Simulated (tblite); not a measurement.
Compound: C7H10N (doublet state).
Geometry (GFN2-xTB, Å), atoms numbered from 1 in this order:
```
atom  x, y, z in Å
C1    -1.6814   -1.5990   -2.1687
C2    -0.7112   -1.1475   -1.4537
C3     0.2799   -0.6627   -0.6680
C4     1.2360   -1.4936   -0.1152
C5     0.2818    0.8008   -0.4140
C6    -0.1329    1.6599   -1.3366
C7     0.7289    1.2522    0.9583
N8     0.0200    0.6204    2.0615
H9    -1.6214   -1.6785   -3.2474
H10   -2.6191   -1.9323   -1.7395
H11    1.2171   -2.5504   -0.3112
H12    2.0410   -1.1120    0.4831
H13   -0.4572    1.3343   -2.3108
H14   -0.1450    2.7213   -1.1547
H15    1.7955    1.0439    1.0909
H16    0.5871    2.3324    1.0462
H17   -0.9752    0.8040    1.9814
H18    0.1476   -0.3869    2.0219
```

The geometry is computed with GFN2-xTB (gas phase). This method treats the open shell by occupation alone, without spin polarisation.

Take the most abundant isotopes and a rigid rotor. The values belong to one conformer with, in the numbering `[CH2:1]=[C:2][C:3](=[CH2:4])[C:5](=[CH2:6])[CH2:7][NH2:8]`, C2–C3–C5–C6 -34°, C3–C5–C7–N8 -53°, C5–C7–N8–H -58° and 59°.

Task: What are A, B and C (MHz)?

Result: Ia = 167.06, Ib = 344.45, Ic = 412.20 u·Å²; 505379 MHz·u·Å²/I gives A = 3025, B = 1467, C = 1226 MHz.

Task: Classify the top.

Result: An asymmetric top; Ray's κ = -0.732.

Task: Is it planar, by Δ = Ic − Ia − Ib?

Result: Not planar: Δ = Ic − Ia − Ib = -99.31 u·Å². For a rigid frame Δ = −2 Σ m c², so Σ m c² = 49.65 u·Å² lies off the ab plane: 11.99 from hydrogen and 37.66 from heavier atoms. The atom farthest from that plane is 1.89 Å away.

Task: Give the other two planar moments, Paa and Pbb, and the rms extents of the mass along the axes.

Result: Paa = Σ m a² = (Ib + Ic − Ia)/2 = 294.79 and Pbb = Σ m b² = (Ia + Ic − Ib)/2 = 117.41 u·Å². With the mass M = 108.08 u, the rms extents √(P/M) along a, b and c are 1.65, 1.04, 0.68 Å.

Task: Estimate the classical rotational partition function at 25 K, 50 K and 500 K.

Result: Point group C1, symmetry number σ = 1; q = (√π/σ)·√((kT/h)³/(ABC)), k/h = 20836.6 MHz/K: 9030 at 25 K, 25600 at 50 K, 808000 at 500 K.

For this open shell read J as N, the rotation without spin; fine and hyperfine splittings come on top. Its GFN2-xTB frequencies are all real (lowest 36 cm⁻¹). No vibrational averaging or centrifugal distortion is included, and the geometry carries the error of its method.
